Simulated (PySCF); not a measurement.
# Static response to an electric field

Species: C7H12Ge.
Structure used (PBE0-D3(BJ)/def2-SVP), in Å, numbered top down from 1:
```xyz
20
C7H12Ge angstrom
C      4.044    1.115    0.122
C      2.678    0.840   -0.287
C      1.533    0.611   -0.636
Ge    -0.259    0.248   -1.149
C     -0.797   -1.607   -0.759
C     -2.123   -1.434   -0.010
C     -2.048   -0.201    0.899
C     -1.589    1.015    0.085
H      4.757    0.851   -0.676
H      4.314    0.537    1.019
H      4.181    2.183    0.355
H     -0.443    0.680   -2.617
H     -0.885   -2.239   -1.654
H     -0.029   -2.056   -0.109
H     -2.943   -1.292   -0.737
H     -2.381   -2.335    0.572
H     -1.319   -0.399    1.705
H     -3.016   -0.019    1.395
H     -1.183    1.824    0.708
H     -2.420    1.432   -0.506
```

Level: CAM-B3LYP/def2-SVPD (PySCF), static field, nuclei fixed, core orbitals frozen in the response. The polarisability tensor in these axes (au):

```
x   140.37  13.59   1.19
y    13.59  98.71   0.45
z     1.19   0.45  96.05
```

**Question.** Diagonalise the tensor; give its mean and Δα, where Δα² is half the sum of the squared differences of the eigenvalues.

**Answer.** Principal values 94.66, 96.02 and 144.44 au; mean 111.71 au = 16.55 Å³ = 18.42 × 10⁻⁴⁰ C²·m²/J; Δα = 49.12 au (44 % of the mean).

**Question.** What is the dipole moment, and where does it point?

**Answer.** (0.49, -0.07, 0.66) D, 0.82 D in size, pointing from the negative to the positive side. Measured along this direction, the outermost atoms are H12 at the negative end and H10 at the positive end.

**Question.** Directions of the eigenvectors, and the extent of the frame along each?

**Answer.** Largest value along (0.96, 0.29, 0.03), where the nuclei span 7.99 Å; middle along (-0.04, 0.06, 1.00), 4.29 Å; least along (-0.28, 0.96, -0.07), 4.04 Å. The response follows the extents in order.

**Question.** Orientational against electronic polarisability at 250 K (dilute gas, rigid molecules)?

**Answer.** In Gaussian units μ²/3kT = 6.52 Å³ against 16.55 Å³, a ratio of 0.39; the Debye molar polarisation (4π/3)N_A(α + μ²/3kT) is 58.2 cm³/mol, leaving out the vibrational part.

**Question.** In TDDFT the mean static polarisability is Σ f/ω² over all singlet excitations (ω in hartree). How much of it do the 10 lowest give? Their energies (eV) and oscillator strengths: 5.98, 0.0002; 6.20, 0.0137; 6.21, 0.0080; 6.94, 0.0102; 7.03, 0.0096; 7.34, 0.0046; 7.47, 0.4040; 7.83, 0.0174; 7.87, 0.0707; 7.97, 0.0355.

**Answer.** They add up to 7.61 au, 6.8 % of the 111.71 au; the largest single term is 5.36 au, from the state at 7.47 eV. Terms in order: 0.00, 0.26, 0.15, 0.16, 0.14, 0.06, 5.36, 0.21, 0.84, 0.41 au. Higher excitations give the rest. The strengths listed sum to 0.574.

The structure is a single PBE0-D3(BJ)/def2-SVP conformer in the gas phase; no vibrational or solvent corrections. The calculation is non-relativistic, for germanium too.
